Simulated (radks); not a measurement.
Results of a calculation; reference values are marked as such.
The promethium ion Pm7+, configuration [Kr] 4d10 4f3 5s2 5p3 (the NIST ground configuration).

Code: a radial shooting solver on a logarithmic mesh with Libxc functionals. Model: scalar-relativistic Kohn-Sham, LDA (Slater exchange, Perdew-Wang correlation), spin-unpolarised, spherical densities, point nucleus.

Energy parts (hartree):
| part | energy |
|---|---|
| total | -10001.0989 |
| kinetic | 10666.3957 |
| electron-nucleus | -24121.0630 |
| Hartree | 3671.4371 |
| exchange-correlation | -217.8687 |

Orbitals (lengths in bohr, moments of r in powers of bohr; r(max) is where P^2 peaks):
orbital  occ.  eigenvalue (hartree)      <r^2>   r(max)
1s          2             -1656.841  0.0007326  0.01480
2s          2             -272.6520    0.01157  0.08387
2p          6             -244.0058   0.009268  0.06763
3s          2             -62.48421    0.07772   0.2389
3p          6             -53.48899    0.07773   0.2340
3d         10             -41.12888    0.06573   0.1917
4s          2             -15.43321     0.3932   0.5509
4p          6             -12.46163     0.4419   0.5744
4d         10              -8.25579     0.5301   0.5987
5s          2              -4.79955      1.917    1.227
5p          3              -3.94394      2.343    1.347
4f          3              -3.69045     0.8285   0.6074
5d          0              -2.77597      3.399    1.604
6s          0              -2.23041      6.918    2.461

The highest occupied level is 4f at -100.42 eV. Summed over all electrons, <r^2> = 23.45 bohr^2, which gives a Langevin (diamagnetic) susceptibility term of -18.6 x 10^-6 cm^3/mol. For comparison, the ionisation energy in NIST's Atomic Spectra Database is 116 eV (theoretical). In exact Kohn-Sham theory the highest level is minus the ionisation energy, but local and semilocal functionals leave it too shallow, through self-interaction and a potential that decays too fast; potentials with the right tail come closer.

Beside tabulated values, note that spin-unpolarised runs miss the spin-polarisation part of the exchange energy of open shells.
